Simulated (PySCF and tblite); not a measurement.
Results of a calculation; reference values are marked as such.
System: C₈H₈F₂, numbered as in [CH3:1][C:2]1=[CH:3][C@@:4]2([CH:5]([F:6])[F:7])[CH:8]=[CH:9][C@@H:10]12.

Motion: rotation about the C4–C5 bond (torsion C3–C4–C5–F6 from -164° to -280°, falling). GFN2-xTB gives an electronic barrier of 1.3 kcal/mol and a reaction energy of 0.2 kcal/mol.

What does PBE0/pcSseg-1 + D3(BJ) give on GFN2-xTB geometries?

A barrier of 2.7 kcal/mol, 1.4 above the tight-binding barrier (from unrounded values), a reaction energy of -0.9 kcal/mol and, with GFN2-xTB thermal terms, ΔG‡(298 K) = 3.4 kcal/mol and k = 2×10¹⁰ s⁻¹ (1 equivalent path).

Programs: tblite and PySCF.
